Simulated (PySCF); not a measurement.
CH5BrClNSi. Atoms are numbered in the order given.

```xyz
10

C      1.7499    -1.3589     0.3687
Si     0.2261    -0.5854    -0.3470
N     -0.8683    -1.7683    -0.9209
Cl     0.6842     0.6163    -1.9624
Br    -0.6462     0.7658     1.2203
H      1.4908    -1.9896     1.2332
H      2.2475    -1.9804    -0.3907
H      2.4477    -0.5812     0.7109
H     -1.1443    -2.5239    -0.3020
H     -1.6427    -1.4792    -1.5093
```

Geometry optimised at PBE0-D3(BJ)/def2-SVP. Other conformers were not sampled.

These are PBE0/pcSseg-1 in PySCF values and carry that method's errors.

GIAO shieldings, no solvent; atoms listed in one row are averaged. δ = σ(ref) − σ: ¹³C against TMS (σ = 186.3 ppm); ²⁹Si against TMS (σ = 352.7 ppm); ¹⁵N against NH3 (σ = 267.4 ppm); ³⁵Cl against HCl (σ = 945.9 ppm); ¹H against TMS (σ = 31.56 ppm), references at their B3LYP-D3(BJ)/def2-TZVP geometries, non-relativistic (without spin–orbit terms, shifts of atoms bonded to Cl or Br come out too high).

Computed chemical shifts:
```tsv
nucleus	atoms	count	δ (ppm)
¹³C	C1	1	10.5
²⁹Si	Si2	1	29.8
¹⁵N	N3	1	53.0
³⁵Cl	Cl4	1	91.1
¹H	H10	1	1.71
¹H	H9	1	1.40
¹H	H6, H7, H8	3	0.98
```
